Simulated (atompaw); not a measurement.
**S PAW (atompaw): all-electron and pseudo phase curves**

sulfur (S), PAW, made with atompaw 4.2.0.5 (PBE, scalar-relativistic). Core [Ne], reference 3s2 3p4. Waves: 3s (bound); 3s channel at 0.85 Ry; 3p (bound); 3p channel at 2.85 Ry; 3d channel at -0.05 Ry. Local part: troulliermartins scheme with l = 3 at 1 Ry, radius 1.30 bohr. Core correction: smooth core density matched at 1.20 bohr. Augmentation charge: sinc compensation charge, radius 1.30 bohr; PAW radius 1.45 bohr; waves and projectors: bloechl.

The phase is arctan(r·u′/u) with u = r·R(r), unwrapped; energies in Ry, scanned from -3 to 5 Ry. A pole is an energy at which the radial function vanishes at the test radius. The pseudo phase is shifted by a multiple of π to meet the all-electron one at the reference energy, and phase errors are pseudo minus all-electron; the curves can meet again beyond the range given. Levels narrower than the energy grid can be missing from the lists of poles.

```json
{"channel": "s", "radius (bohr)": "1.46", "reference energy (Ry)": "-1.27", "poles, all-electron": "none", "poles, pseudo": "-2.10", "unbroken range about the reference energy with phases within 0.05 rad": "above -2.0", "phase error 1 Ry above the reference energy (rad)": "+0.000"}
{"channel": "p", "radius (bohr)": "1.46", "reference energy (Ry)": "-0.52", "poles, all-electron": "none", "poles, pseudo": "1.30", "unbroken range about the reference energy with phases within 0.05 rad": "below 1.2", "phase error 1 Ry above the reference energy (rad)": "-0.003"}
{"channel": "d", "radius (bohr)": "1.46", "reference energy (Ry)": "-0.05", "poles, all-electron": "none", "poles, pseudo": "none", "unbroken range about the reference energy with phases within 0.05 rad": "the whole range", "phase error 1 Ry above the reference energy (rad)": "+0.002"}
```

Note: ghost state, extra bound levels that the all-electron valence spectrum of the same l lacks: s at -28.3 eV. A true bound ghost makes a file unfit for plane-wave use.

Phases in the s channel:

| E (Ry) | all-electron | pseudo |
| --- | --- | --- |
| -3.00 | 0.819 | 3.954 |
| -2.76 | 0.747 | 3.882 |
| -2.52 | 0.661 | 3.795 |
| -2.28 | 0.557 | 3.687 |
| -2.04 | 0.432 | 0.469 |
| -1.80 | 0.283 | 0.286 |
| -1.56 | 0.111 | 0.112 |
| -1.32 | -0.077 | -0.077 |
| -1.08 | -0.271 | -0.270 |
| -0.84 | -0.455 | -0.455 |
| -0.60 | -0.621 | -0.621 |
| -0.36 | -0.763 | -0.763 |
| -0.12 | -0.882 | -0.882 |
| 0.12 | -0.981 | -0.981 |
| 0.36 | -1.062 | -1.062 |
| 0.60 | -1.130 | -1.130 |
| 0.84 | -1.188 | -1.188 |
| 1.08 | -1.236 | -1.236 |
| 1.32 | -1.277 | -1.277 |
| 1.56 | -1.313 | -1.313 |
| 1.80 | -1.345 | -1.345 |
| 2.04 | -1.372 | -1.372 |
| 2.28 | -1.397 | -1.397 |
| 2.52 | -1.419 | -1.418 |
| 2.76 | -1.439 | -1.438 |
| 3.00 | -1.457 | -1.456 |
| 3.24 | -1.473 | -1.472 |
| 3.48 | -1.488 | -1.487 |
| 3.72 | -1.502 | -1.501 |
| 3.96 | -1.516 | -1.514 |
| 4.20 | -1.528 | -1.525 |
| 4.44 | -1.539 | -1.537 |
| 4.68 | -1.550 | -1.547 |
| 4.92 | -1.561 | -1.557 |
